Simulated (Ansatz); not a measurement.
System: S$_{2}$O$_{2}$ (charge 0, singlet). SMILES: O=[S][S]=O
Geometry from a B3LYP-D3(BJ)/def2-TZVP (Ansatz, an electronic-structure program) optimisation:
```xyz
4

O     -1.6167     0.8970     0.0336
S     -1.0074    -0.4429     0.0174
S      1.0047    -0.4491    -0.0205
O      1.6223     0.8870    -0.0275
```

Quantity: atomisation energy (electronic, to ground-state atoms), in kJ/mol. Correlated levels leave the core frozen unless marked. Open shells are spin-unrestricted. No spin-orbit coupling. Non-relativistic. The coupled-cluster limit lacks core correlation, which all-electron functionals hold. CBS marks a two-point X^-3 extrapolation of the correlation energy; Hartree-Fock from the larger set. The bracket is a focal-point correction in the basis named.

```
level                                                                      program  atomisation energy (kJ/mol)
-------------------------------------------------------------------------  -------  ---------------------------
HF/aug-cc-pV(D+d)Z                                                          Ansatz                        271.6
HF/aug-cc-pV(T+d)Z                                                          Ansatz                        342.7
r2SCANh/def2-TZVPD                                                          Ansatz                       1191.7
LC-wPBE/def2-TZVPD                                                          Ansatz                       1125.7
PBE-QIDH/def2-TZVPD                                                         Ansatz                       1147.2
RI-MP2/aug-cc-pV(Q+d)Z                                                      Ansatz                       1302.1
CCSD/aug-cc-pV(T+d)Z                                                        Ansatz                       1023.6
CCSD(T)/cc-pVTZ                                                             Ansatz                       1054.7
CCSD(T) with core electrons (1s frozen past Ne)/cc-pwCVTZ                   Ansatz                       1108.4
RI-MP2/CBS(aug-cc-pV(T+d)Z,aug-cc-pV(Q+d)Z)+[CCSD(T)-MP2]/aug-cc-pV(T+d)Z   Ansatz                       1196.6
```

The Hartree-Fock reference is unstable (checked in the largest basis), which strains HF and MP2.
